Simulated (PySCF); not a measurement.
**Electron affinity of Pt by level of theory**

Pt⁻ [Xe] 4f14 5d9 6s2 (2D) → Pt [Xe] 4f14 5d9 6s1 (3D), as a difference of total energies. All numbers are calculated (PySCF 2.14, a scalar-relativistic core potential, in aug-cc-pVTZ-PP with ECP60MDF). Correlated levels: valence: 5s2 5p6 frozen. The calculations carry no spin-orbit coupling.

```csv
method,electron affinity (eV)
UHF,0.421
MP2 (valence),1.913
SCS-MP2 (valence),1.928
CCSD (valence),1.811
CCSD(T) (valence),1.998
```

**Question.** How much does correlation contribute at CCSD(T) (valence)?

**Answer.** 1.998 − (0.421) = 1.577 eV, measured against UHF.

The reference lies between the lowest fine-structure levels, while these numbers refer to the centres of the terms.

Errors of the correlated levels include the incompleteness of this basis and the frozen core.

The coupled-cluster amplitudes are large for Pt⁻ (T1 above 0.03 or a double amplitude above 0.15), so a single reference is strained.

For comparison: 2.125 eV (measured; photodetachment measurements, as compiled on the Wikipedia data page of electron affinities).
